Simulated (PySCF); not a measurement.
Delta-SCF ions had no search for a lower state. Excitations are Tamm–Dancoff values on a coarser integration grid. The basis has no diffuse functions, so Rydberg states are missing or too high.

CH$_{8}$Ge$_{3}$N$_{2}$, SMILES `N#[C][GeH2][GeH2][GeH2][NH2]` (charge 0, multiplicity 1)

Calculation: PySCF with TPSSh-D3(BJ)/def2-TZVP // PBE0-D3(BJ)/def2-SVP.

- HOMO: -6.91 eV
- dipole moment: 5.43 D
- HOMO–LUMO gap: 5.74 eV
- LUMO: -1.17 eV
- S1 excitation (TDA): 5.35 eV
- S1 oscillator strength: 0.019
- T1 excitation (TDA): 5.03 eV
- S1–T1 gap (TDA): 0.33 eV
- vertical ionisation energy (Delta-SCF): 9.23 eV
- total energy: -6383.4283 Ha
- cost: roughly 40 core-minutes

```xyz
14

N     -3.8182     2.5123     0.4706
C     -3.2559     1.5009     0.3900
Ge    -2.2638    -0.1455     0.2201
Ge    -0.2322     0.3205    -1.0188
Ge     1.1368    -1.6736    -1.1816
N      2.7000    -1.1811    -2.0181
H     -2.0016    -0.6263     1.6548
H     -3.1995    -1.1276    -0.4998
H      0.5173     1.4346    -0.2636
H     -0.6337     0.8428    -2.4088
H      1.3086    -2.2833     0.2350
H      0.4593    -2.7213    -2.0831
H      3.3137    -1.9616    -2.2406
H      3.2419    -0.4856    -1.5114
```
